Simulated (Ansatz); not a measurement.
Consider the homolysis of the B–N bond: `CNB(N)O` → `N[B]O`• + `C[NH]`•.

Gas-phase electronic energies from Ansatz, PBE0-D4/def2-TZVP geometries. CCSD(T)/CBS adds triple-zeta CCSD(T) − MP2 to the extrapolated MP2 energy (def2 sets, frozen cores). DFT in def2-TZVPP. B3LYP here is the variant with VWN-RPA as its local correlation; programs differ in this. No spin–orbit coupling; open shells (•) take unrestricted orbitals. One conformer a species, not always the lowest.

| level | ΔE (kcal/mol) | difference from CCSD(T)/CBS |
| --- | --- | --- |
| PBE-D4 | 118.4 | -6.3 |
| r2SCAN-D4 | 114.9 | -9.8 |
| PBE0-D4 | 119.5 | -5.2 |
| B3LYP-D4 | 118.4 | -6.3 |
| ωB97X-V | 123.0 | -1.7 |
| ωB97M-V | 124.8 | 0.1 |
| B2PLYP | 119.5 | -5.2 |
| PBE | 116.4 | -8.3 |
| r2SCAN | 114.3 | -10.4 |
| PBE0 | 117.7 | -7.0 |
| B3LYP | 115.2 | -9.5 |
| HF/def2-TZVPP | 92.6 | -32.1 |
| MP2/def2-TZVPP | 127.9 | 3.2 |
| SCS-MP2/def2-TZVPP | 125.7 | 1.0 |
| CCSD/def2-TZVPP | 119.8 | -4.9 |
| CCSD(T)/def2-TZVPP | 121.8 | -2.9 |
| HF/def2-QZVPP | 92.6 | -32.1 |
| MP2/def2-QZVPP | 129.6 | 4.9 |
| SCS-MP2/def2-QZVPP | 127.5 | 2.8 |
| HF/CBS(def2) | 92.6 | -32.1 |
| MP2/CBS(def2) | 130.8 | 6.1 |
| CCSD/CBS(def2) | 122.7 | -2.0 |
| CCSD(T)/CBS | 124.7 | 0 |

Largest T1 diagnostic among the species: 0.014.

In def2-TZVPP, CCSD(T) changes the Hartree–Fock value by +29.2 kcal/mol (the triples alone add +2.0 kcal/mol) and MP2 by +35.4 kcal/mol; breaking electron pairs costs correlation energy, which Hartree–Fock lacks. From PBE to PBE0 (25 % exact exchange), in def2-TZVPP and without D4, ΔE moves by +1.3 kcal/mol.
